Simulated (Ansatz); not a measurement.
Start from `C=C(F)BCl` and change one atom or group to get `C=C(F)S`.

Ansatz, PBE0-D4/def2-TZVP geometries, multiplicity 1. Each molecule was computed in one conformer, which needn't be the lowest.

| property | `C=C(F)BCl` |
| --- | --- |
| LUMO energy (PBE/def2-TZVPP) / eV | -3.21 |
| size of the dipole moment (PBE/def2-TZVPP) / D | 1.84 |
| HOMO–LUMO gap (B3LYP/def2-TZVPP) / eV | 5.51 |
| size of the dipole moment (ωB97M-V/def2-TZVPP) / D | 2.03 |
| HOMO–LUMO gap (PBE/def2-TZVPP) / eV | 3.83 |
| HOMO energy (B3LYP/def2-TZVPP) / eV | -8.01 |

Q: Give the same properties after the change, and the shifts. (Estimate.)

A: The calculation gave: 
```tsv
property	`C=C(F)S`	shift
LUMO energy (PBE/def2-TZVPP) / eV	-1.05	2.16
size of the dipole moment (PBE/def2-TZVPP) / D	1.71	-0.13
HOMO–LUMO gap (B3LYP/def2-TZVPP) / eV	6.31	0.80
size of the dipole moment (ωB97M-V/def2-TZVPP) / D	1.83	-0.20
HOMO–LUMO gap (PBE/def2-TZVPP) / eV	4.65	0.82
HOMO energy (B3LYP/def2-TZVPP) / eV	-6.64	1.37
```

With PBE0 the HOMO rises by 1.39 eV and the LUMO rises by 2.27 eV, so the gap widens by about 0.88 eV. PBE moves the HOMO by 1.34 eV and ωB97M-V by 1.44 eV. The zero-point energy changes by -13.7 kJ/mol with -3 modes. Dipoles are sizes alone; their direction can turn.

B3LYP here is the variant with VWN-RPA as its local correlation; programs differ in this.
